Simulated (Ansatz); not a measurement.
C3H4F4O (`FCC(F)OC(F)F`). The species carries charge 0 and has multiplicity 1. The structure was optimised at the PBE0-D4/def2-TZVP level. It is one conformer, not always the lowest.

```xyz
12

F     0.159   -2.006   -1.295
C     0.228   -0.679   -1.639
C    -0.312    0.155   -0.503
F    -0.444    1.443   -0.954
O     0.584    0.107    0.547
C     0.096    0.421    1.785
F     0.876   -0.184    2.683
F     0.172    1.745    2.006
H    -0.378   -0.508   -2.531
H     1.269   -0.408   -1.831
H    -1.305   -0.188   -0.185
H    -0.945    0.103    1.919
```

Question: What is the dipole moment at r2SCAN/def2-TZVPP? (An estimate is asked.)

Answer: Computed: 2.17 D, with components (-1.70, -0.52, -1.25) D in this frame, pointing from negative to positive charge.

Question: And with PBE, B3LYP, ωB97M-V? (Estimate.)

Answer: Computed: PBE 2.08 D, B3LYP 2.27 D, ωB97M-V 2.27 D.

Question: Give the Mulliken charges with r2SCAN, ωB97M-V, B3LYP in def2-TZVPP. (Best estimate.)

Answer: The calculation gave: 
| atom | r2SCAN | ωB97M-V | B3LYP |
| --- | --- | --- | --- |
| F1 | -0.23 | -0.22 | -0.23 |
| C2 | 0.17 | 0.05 | 0.09 |
| C3 | 0.27 | 0.18 | 0.24 |
| F4 | -0.21 | -0.20 | -0.21 |
| O5 | -0.23 | -0.22 | -0.23 |
| C6 | 0.42 | 0.35 | 0.38 |
| F7 | -0.18 | -0.17 | -0.18 |
| F8 | -0.18 | -0.17 | -0.19 |
| H9 | 0.05 | 0.10 | 0.09 |
| H10 | 0.06 | 0.11 | 0.09 |
| H11 | 0.04 | 0.10 | 0.07 |
| H12 | 0.04 | 0.08 | 0.07 |

B3LYP here is the variant with VWN-RPA as its local correlation; programs differ in this.
